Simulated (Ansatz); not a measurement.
ClHOS2W, SMILES `[OH][W](=[S])(=[S])[Cl]`. Total charge 0; spin multiplicity 1. W: def2 effective core potential. Geometry: relaxed with PBE0-D4/def2-TZVP. It is one conformer, not always the lowest.

```xyz
6

O     1.072   -0.332   -1.032
W    -0.338   -0.005    0.140
S    -1.552   -1.738    0.224
S     0.416    0.407    2.074
Cl   -1.579    1.743   -0.554
H     1.981   -0.075   -0.851
```

Task: What is the dipole moment at ωB97M-V/def2-TZVPP? (Estimate.)

Result: Ansatz gave: 2.46 D, with components (2.18, 0.74, -0.86) D in this frame, pointing from negative to positive charge.

Task: And with PBE, r2SCAN, B3LYP? (Best estimate.)

Result: Computed: PBE 2.51 D, r2SCAN 2.58 D, B3LYP 2.45 D.

Task: Give the Mulliken charges with ωB97M-V, r2SCAN, B3LYP in def2-TZVPP. (An estimate is asked.)

Result: Ansatz gave: 
| atom | ωB97M-V | r2SCAN | B3LYP |
| --- | --- | --- | --- |
| O1 | -0.36 | -0.38 | -0.37 |
| W2 | 0.62 | 0.75 | 0.72 |
| S3 | -0.15 | -0.20 | -0.19 |
| S4 | -0.14 | -0.20 | -0.18 |
| Cl5 | -0.18 | -0.21 | -0.20 |
| H6 | 0.22 | 0.24 | 0.22 |

B3LYP here is the variant with VWN-RPA as its local correlation; programs differ in this.
